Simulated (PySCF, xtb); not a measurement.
CH3ClFIn, SMILES [CH3][In]([F])[Cl].

GFN2-xTB (xtb) at its own geometry gives an orbital gap of 3.29 eV and a dipole moment of 4.97 D.

Geometry: PBE-D3(BJ)/def2-SVP. The def2 effective core potentials stand for the cores of In; spin–orbit coupling is left out.

### Question
What does HF/def2-TZVP (PySCF) give? (An estimate is asked for; the answer gives what the named calculation found.)

### Answer
gap 12.62 eV (levels -11.67 and 0.95 eV), dipole 4.49 D.
